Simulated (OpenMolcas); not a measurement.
# Co⁺: effect of correlating more closed shells

```
Program             : OpenMolcas 26.06
Basis               : ANO-RCC-VTZP [6s5p3d2f1g]
Scalar Hamiltonian  : DKH2, point nucleus
Active space        : 8 electrons in 5 orbitals (3d)
State averaging     : 2S+1 = 3 even, 10 roots; 2S+1 = 1 even, 15 roots
Spin-orbit coupling : state interaction with AMFI integrals over the reference wave functions, term energies averaged over their components
```

Methods on the same reference wave functions:
A. CASSCF
B. SS-CASPT2, IPEA 0.25 Eh, imaginary shift 0.1 Eh (closed shells correlated: none)
C. SS-CASPT2, IPEA 0.25 Eh, imaginary shift 0.1 Eh (closed shells correlated: 3s 3p)
D. SS-CASPT2, IPEA 0.25 Eh, imaginary shift 0.1 Eh (closed shells correlated: 2s 2p 3s 3p)

Energies in cm-1 above 3d8 3F4, the measured ground level; measured values from NIST Handbook of Basic Atomic Spectroscopic Data.

```
  Level      A      B      C      D  Measured
3d8 3F4    0.0    0.0    0.0    0.0       0.0
3d8 3F3    964    965    966    966       950
3d8 3F2   1637   1630   1622   1622      1597
3d8 1D2  14441  12270  10820  10780          
3d8 3P2  17535  14470  13940  13900          
3d8 3P1  17850  14710  14250  14220          
3d8 3P0  18051  14900  14450  14410          
3d8 1G4  22427  20220  19000  18990          
3d8 1S0  54135  45720  43610  43500
```

Deviations, from unrounded energies. A percentage is the sum of absolute deviations over the sum of measured energies, with the sign that they share, or ± where signs differ.

```tsv
Against measurement	Levels	A	B	C	D
mean absolute deviation (cm-1)	2	27	24	20	20
fine structure of the ground term (%)	2	+2.1	+1.8	+1.6	+1.6
```

B, C, D lie about equally close to measurement and A furthest from it. The largest miss of D in the table is 3d8 3F2, by +25 cm-1. The ranking rests on the paired levels alone, and a cruder setting can come out closer through cancelling errors.

Among B to D the level of the table that moves most is 3d8 1S0, by 2200 cm-1 (lowest in D, highest in B). Moves below CASPT2's spread within the term are not significant.

The two smallest mean deviations differ by little beside CASPT2's spread within terms, so their order carries little weight.

From A to B the spin-free energies of the other terms of 3d8 shown, above 3F, scale by factors of 0.81 to 0.90, as is usual when dynamic correlation screens the repulsion within a d or f shell.

The lowest spin-free term lies below A's lowest term by 0.288 hartree in B, 0.606 hartree in C, 0.633 hartree in D.

What an inner shell adds also hangs on whether the basis holds functions to correlate it.

CASPT2 breaks the degeneracy within a term, and the mean is taken; among the terms shown or strongly mixed into the levels shown the widest spread is 1000 cm-1 (3d8 1G, D). Without dynamic correlation excited terms often stand tens of per cent too high (terms of higher spin than the ground term too low), and those without a measured partner can miss by more than the paired ones (holds for A). Computed and measured levels are paired by configuration, term and J; levels that our copy of the source lacks, or whose pairing is in doubt (as where it misses far off the trend of its configuration), stay unpaired and out of the deviations. Levels of configurations outside the active space are missing.
